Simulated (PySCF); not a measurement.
**From computed data to an observable: entropy of an ideal gas**

PbFBr, SMILES [F][Pb][Br] (connectivity only; charge and spin as stated), neutral, multiplicity 1.

Geometry optimised at PBE0-D3(BJ)/def2-TZVP. The def2 effective core potentials stand for the cores of Pb; spin–orbit coupling is left out.

PBE0-D3(BJ)/def2-TZVP run with PySCF 2.14.0 gives the harmonic wavenumbers 116, 215, 533 cm⁻¹ and the rotational temperatures 0.3519, 0.0588, 0.0504 K. The molar mass is 306.10 g/mol, the symmetry number 1, the spin multiplicity 1.

Problem. Work out the entropy at 298.15 K and 1 atm in the rigid-rotor, harmonic-oscillator model.

Solution. 
Translation (Sackur–Tetrode at 1 atm): S = R[1.5 ln M + 2.5 ln T − 1.16487] = 180.1 J/(mol K).
Rotation: q = (√π/σ) T^1.5/√(θA θB θC) = 283000, S = R[ln q + 3/2] = 116.8 J/(mol K).
Vibration: with u = 1.4388 ν/T, each mode gives R[u/(e^u − 1) − ln(1 − e^−u)]:
```csv
ν (cm⁻¹),modes,u,S (J/(mol K))
116,1,0.56,13.25
215,1,1.04,8.37
533,1,2.57,2.43
```
These are all the modes. Sum 24.0 J/(mol K).
Spin: R ln 1 = 0.0 J/(mol K).
Total 321.0 J/(mol K); the program's own thermochemistry gives 321.0. Translation makes up 56 % and vibration 7 %. Anharmonicity, hindered rotation and orbital degeneracy are left out.
